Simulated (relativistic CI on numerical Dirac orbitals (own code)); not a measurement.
**Ru XXII: computed level list**

These numbers are calculated, not measured: Dirac-Coulomb-Breit CI, KLI orbitals optimised for each configuration, model QED, unscaled Slater integrals (own radial code, finite nucleus).

Configurations in the expansion (outside the closed core [Ne]): 3s2 3p6 3d5, 3s2 3p5 3d6, 3s2 3p4 3d7, 3s 3p6 3d6, 3p6 3d7, 3s 3p5 3d7, 3s2 3p6 3d4 4s, 3s2 3p6 3d4 4p, 3s2 3p6 3d4 4d, 3s2 3p6 3d4 4f, 3s2 3p5 3d5 4s, 3s2 3p6 3d3 4s2, 3s2 3p6 3d4 5s, 3s2 3p6 3d3 4p2, 3s2 3p6 3d3 4s 4d, 3p6 3d6 4s. Levels of other configurations are missing.

```
No.  Configuration  Term     J  E (cm⁻¹)   %  Next component (%)  Landé g
 41    3s2 3p5 3d6   4F°   9/2   1277115  39              30 6D°    1.411
 42    3s2 3p5 3d6   6F°   7/2   1279928  44              34 6D°    1.461
 43    3s2 3p5 3d6   6D°   3/2   1298957  45              42 4P°    1.732
 44    3s2 3p5 3d6   4P°   1/2   1300798  42              39 6D°    2.747
 45    3s2 3p5 3d6   6F°   5/2   1307653  42              17 4F°    1.296
 46    3s2 3p5 3d6   4F°   7/2   1311815  42              32 6D°    1.391
 47    3s2 3p5 3d6   4G°  11/2   1321374  46              35 4H°    1.197
 48    3s2 3p5 3d6   4H°  13/2   1323144  84              14 4I°    1.208
 49    3s2 3p5 3d6   4F°   3/2   1331587  40              24 6F°    0.780
 50    3s2 3p5 3d6   4D°   1/2   1336759  37              34 2P°    0.339
 51    3s2 3p5 3d6   4D°   7/2   1342501  48              21 2F°    1.314
 52    3s2 3p5 3d6   4F°   5/2   1344310  35              21 6D°    1.379
 53    3s2 3p5 3d6   4G°   9/2   1350842  42              35 4H°    1.102
 54    3s2 3p5 3d6   4D°   3/2   1358141  35              19 4F°    1.052
 55    3s2 3p5 3d6   4D°   7/2   1358735  45              13 4G°    1.299
 56    3s2 3p5 3d6   4I°  15/2   1360830  95               5 2K°    1.191
 57    3s2 3p5 3d6   4H°  11/2   1368978  47              40 4G°    1.177
 58    3s2 3p5 3d6   4D°   7/2   1372316  37              14 2F°    1.255
 59    3s2 3p5 3d6   6P°   5/2   1372910  35              22 4D°    1.477
 60    3s2 3p5 3d6   6P°   3/2   1377507  65              12 4P°    2.108
 61    3s2 3p5 3d6   2G°   9/2   1380321  41              20 4G°    1.110
 62    3s2 3p5 3d6   2D°   5/2   1384472  33              19 4D°    1.237
 63    3s2 3p5 3d6   4H°   9/2   1387167  29              19 4G°    1.168
 64    3s2 3p5 3d6   4H°   7/2   1395011  47              15 2F°    0.896
 65    3s2 3p5 3d6   6F°   1/2   1398753  38              28 2P°    0.502
 66    3s2 3p5 3d6   2F°   5/2   1402649  29              27 4D°    1.057
 67    3s2 3p5 3d6   2I°  13/2   1403110  45              36 4I°    1.100
 68    3s2 3p5 3d6   2H°  11/2   1403276  47              22 2I°    1.066
 69    3s2 3p5 3d6   2P°   3/2   1407349  23              20 4F°    1.251
 70    3s2 3p5 3d6   2P°   3/2   1409775  28              21 4D°    1.148
```

Energies count from the lowest computed level; ° marks odd parity.

The mean weight of the leading LS term, summed over parents, in these 30 levels is 44 %, and that of the leading jj configuration (from the same eigenvectors) 53 %.

At this charge energies of transitions that change n are usually good to better than 1 %, and those within a shell (Δn = 0) to a few per cent. Terms inside the open d or f shell come out 10 to 20 % too wide with unscaled integrals.

LS names give the leading component of a level, which can be under half, so a name can repeat, a term be missing and a line seem to break the LS rules.
